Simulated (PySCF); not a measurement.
[Ni(OH)4]2- holds Ni(II), d8, at total charge -2. The structure is a PBE0-D3(BJ)/def2-TZVP, IEF-PCM water geometry optimised for multiplicity 3; coordination tetrahedral, point group C1, metal–donor distances 1.96–1.99 Å.

```
9

Ni    0.0000    0.0000    0.0000
O     1.2736    1.3743    0.6554
H     2.0793    0.9251    0.9219
O     1.1663   -1.2285   -1.0028
H     1.9706   -0.7338   -1.1763
O    -1.2313   -1.3754    0.6984
H    -0.8719   -2.2006    0.3651
O    -1.0922    1.2727   -1.0106
H    -0.5638    2.0741   -0.9840
```

Method (PySCF 2.14, density fitting): CASSCF(8,5) with orbitals averaged over all microstates of the shell, strongly contracted NEVPT2 on the averaged canonical orbitals; basis x2c-TZVPall on the metal, x2c-SVPall elsewhere; spin-free X2C; IEF-PCM water; spin-orbit coupling by state interaction with the mean-field operator over all roots.

Task: Which term lies lowest, and with what spin?

Result: 3T1-like (S = 1, orbital degeneracy 1), orbital occupations from the lowest 1.9 2.0 1.9 1.1 1.1, by NEVPT2.

Task: List the excited states of the same spin.

Result: By NEVPT2, the lowest six: 3T1-like at 2578 cm⁻¹; 3T2-like at 3158 cm⁻¹; 3T1-like at 5609 cm⁻¹; 3T2-like at 8176 cm⁻¹ (1223 nm); 3T2-like at 10179 cm⁻¹ (982 nm); 3A2-like at 11842 cm⁻¹ (844 nm). The strongest, at 5609 cm⁻¹, has f = 4.3e-05.

Task: Which is the lowest state of another spin?

Result: 1E-like at 12824 cm⁻¹ by NEVPT2; CASSCF alone puts it at 15638 cm⁻¹ above the same ground state.

Task: What ligand-field parameters describe the result?

Result: At CASSCF level (the NEVPT2 levels don't fit a ligand-field model well): orbital energies 0, 1070, 1660, 3351, 7788 cm⁻¹; 10Dq = 3731 cm⁻¹ (difference of the means of the two sets); B = 1251 cm⁻¹; C = 4661 cm⁻¹; B over its free-ion value at the same level 0.949; rms of the fit 84 cm⁻¹; ζ = 642 cm⁻¹ (free ion 660).

Task: What magnetic behaviour follows?

Result: The ground multiplet follows a spin Hamiltonian with S = 1, g = 2.146, 2.638, 2.695, D = 72.56 cm⁻¹, E/|D| = 0.09 (spin-orbit part alone); the lowest levels hold 95 % of the spin-free ground state. μeff is 3.70 μB at 300 K and 1.67 μB at 10 K; the spin-only value is 2.83 μB.

NEVPT2 lifts 3T2-like from 2275 to 3158 cm⁻¹; on the d shell alone such lifts tend to overshoot.
